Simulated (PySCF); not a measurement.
Molecule: SMILES [C-]#[N+]c1ccccc1, C₇H₅N.

Bonds (- single, = double, # triple, : aromatic): C1#N2 1.176 Å, N2-C3 1.377 Å, C3:C4 1.400 Å, C4:C5 1.391 Å, C5:C6 1.395 Å, C6:C7 1.395 Å, C7:C8 1.391 Å, C8:C3 1.400 Å. C4 carries H9; C5 carries H10; C6 carries H11; C7 carries H12; C8 carries H13. Formal charges: C1 -1, N2 +1.

Geometry PBE0-D3(BJ)/def2-SVP throughout; GIAO in PySCF 2.14, gas phase, one conformer, non-relativistic; equivalent atoms averaged; basis pcSseg-1.

(1) How do the absolute shieldings σ depend on the functional? (ppm; last column core-seconds on shared hosts with different chips, so compare them loosely)

(2) Which nucleus moves most, in ppm?

Answers

(1) 
```
functional                    kind     C1  C5/C7  C4/C8    C6    C3    N2  H9/H13  H10/H12    H11  core-s
      BLYP                     GGA  -12.5   42.1   42.9  43.3  45.2  51.3   24.05    24.07  24.14      20
       KT2                     GGA   10.8   58.9   59.7  60.2  60.7  68.4   23.93    23.96  24.04      20
     B97-D                     GGA   -1.6   50.8   51.5  52.0  53.7  61.3   24.08    24.10  24.17      20
      PBE0           global hybrid   -9.2   49.6   50.4  50.6  52.2  60.1   23.71    23.73  23.80      17
 BHandHLYP           global hybrid  -14.4   47.0   47.6  47.8  48.1  62.3   23.89    23.96  24.03      26
 CAM-B3LYP  range-separated hybrid  -14.8   44.1   45.0  45.0  45.6  59.4   23.79    23.84  23.91      32
   wB97X-D  range-separated hybrid   -7.8   48.7   49.6  49.5  50.1  61.0   23.80    23.84  23.91      16
   LC-wPBE  range-separated hybrid  -12.6   48.3   49.4  49.0  50.1  66.1   23.61    23.64  23.71      23
```

(2) C1 (isocyanide carbon): from -14.8 ppm with CAM-B3LYP to 10.8 ppm with KT2. The smallest spread is 0.45 ppm, at H10/H12. Proton shifts span only some 12 ppm, so a few tenths of a ppm matter as much there as several ppm in carbon.
